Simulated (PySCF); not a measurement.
Two species compared at the same levels of theory.

First species: C9H7F3.
InChI=1S/C9H7F3/c1-5(11)3-7-6(2)9(12)8(7)4-10/h3H,1-2,4H2/b7-3-

Second species: C8H9ClO.
InChI=1S/C8H9ClO/c1-3-8(4-2)5-6(8)7(9)10/h3-4,6H,1-2,5H2/t6-/m0/s1

Levels: PBE0/pcSseg-1 for dipole moment, HOMO energy, LUMO energy and HOMO–LUMO gap; GFN2-xTB for rotational constant A and rotational constant C. Geometries: GFN2-xTB. Each species is one conformer at its optimised geometry, gas phase, non-relativistic unless stated; the electronic structure was computed with PySCF and density fitting.

The conformers computed, where there is a choice (atom-mapped SMILES and torsion angles):
- `[CH2:1]=[C:2]([F:3])/[CH:4]=[C:5]1/[C:6](=[CH2:7])[C:8]([F:9])=[C:10]1[CH2:11][F:12]`: C1–C2–C4–C5 180°, C8–C10–C11–F12 0°
- `[CH2:1]=[CH:2][C:3]1([CH:4]=[CH2:5])[CH2:6][C@H:7]1[C:8](=[O:9])[Cl:10]`: C1–C2–C3–C4 11°, C2–C3–C4–C5 -120°, C6–C7–C8–O9 21°

**Question.** Which of the two has the higher HOMO–LUMO gap, and by how much?

**Answer.** The second: 6.29 eV against 5.11 eV, a difference of 1.18 eV.

**Question.** Which of the two has the higher HOMO energy, and by how much?

**Answer.** The first: -6.60 eV against -7.47 eV, a difference of 0.87 eV.

**Question.** Which has the higher rotational constant A?

**Answer.** The second: 1.812 GHz against 1.269 GHz, a difference of 0.543 GHz.

**Question.** Which has the higher LUMO energy?

**Answer.** The second: -1.18 eV against -1.49 eV, a difference of 0.31 eV.

**Question.** Which of the two has the higher rotational constant C, and by how much?

**Answer.** The second: 0.641 GHz against 0.440 GHz, a difference of 0.201 GHz.

**Question.** Which of the two has the higher dipole moment, and by how much?

**Answer.** The second: 3.32 D against 2.87 D, a difference of 0.45 D.

On the first: The dipole equals about 9.6 × 10⁻³⁰ C·m (1 D = 3.33564 × 10⁻³⁰ C·m).

On the second: In atomic units the dipole is 1.31 e·bohr (1 au = 2.5417 D).
